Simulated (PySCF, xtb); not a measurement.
C₂H₇BO₃, SMILES C[C@H](O)B(O)O. Other conformers were not sampled.

Harmonic wavenumbers (cm⁻¹) from GFN2-xTB in xtb 6.7.1 at its own minimum, in rising order: 56, 170, 200, 242, 326, 365, 424, 455, 574, 616, 663, 716, 928, 962, 989, 1015, 1071, 1108, 1180, 1244, 1297, 1325, 1342, 1397, 1488, 1497, 2846, 2993, 3035, 3061, 3538, 3590, 3605.

Question: What does PBE-D3(BJ)/def2-SVP run with PySCF 2.14.0 give at its own minimum? (The exact figures need the calculation; the answer reports its results.)

Answer: 44, 189, 222, 261, 279, 365, 426, 483, 547, 637, 688, 733, 886, 977, 991, 1050, 1063, 1078, 1147, 1268, 1305, 1332, 1386, 1416, 1435, 1466, 2892, 2952, 3036, 3069, 3592, 3704, 3725. Paired by order, the mean absolute difference is 30 cm⁻¹ and the zero-point energies are 63.4 and 63.8 kcal/mol.
